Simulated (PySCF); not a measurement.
Species: C₄H₃AlN₂.
Geometry (PBE0-D3(BJ)/def2-SVP, Å), atoms numbered from 1 in this order:
```xyz
10
C4H3AlN2 angstrom
C     -1.124    2.533   -0.235
N     -1.254    1.421    0.014
Al    -1.455   -0.571    0.460
C      0.459   -0.986    0.455
C      1.660   -1.237    0.447
C      3.007   -1.509    0.437
N      4.150   -1.731    0.425
H     -0.997    3.582   -0.471
H     -2.263   -1.059   -0.818
H     -2.132   -0.465    1.895
```

Method: PBE0-D3(BJ)/def2-SVP geometry optimisation, gas phase (PySCF 2.14.0).

Task: Which atoms are bound to Al3, and at what distances?

Result: 4 atoms: H10 1.589 Å, H9 1.589 Å, C4 1.958 Å, N2 2.051 Å. The nearest atom not counted as bound is C5, at 3.19 Å.

Task: List the angles at Al3.

Result: 
```
     angle  degrees  distance of the outer atoms (Å)
H9–Al3–H10    122.0                             2.78
C4–Al3–H10    115.6                             3.01
 C4–Al3–H9    115.4                             3.01
N2–Al3–H10    100.0                             2.80
 N2–Al3–H9    100.0                             2.80
 N2–Al3–C4     96.3                             2.99
```

Task: Describe the arrangement about Al3 in numbers.

Result: Angles from 96.3° to 122.0°; τ4 = (360° − α − β)/141° = 0.87 with α and β the two widest (0 for a square, 1 for a tetrahedron).

Task: What are the other bond lengths?

Result: C1≡N2 1.147 Å; C4≡C5 1.227 Å; C5–C6 1.375 Å; C6≡N7 1.164 Å; C1–H8 1.082 Å.

Task: Give some angles away from the centre.

Result: C1–N2–Al3 179.1°, Al3–C4–C5 179.5°, C4–C5–C6 179.6°, C5–C6–N7 179.5°.

Task: What are the rotational constants (commonest isotopes, rigid rotor)?

Result: A = 4634, B = 848.4, C = 725.1 MHz: a near-prolate asymmetric top.

Point group: Cs (every atom within 0.08 Å of its image). Charge 0, singlet. Stationary, but not proved a minimum.
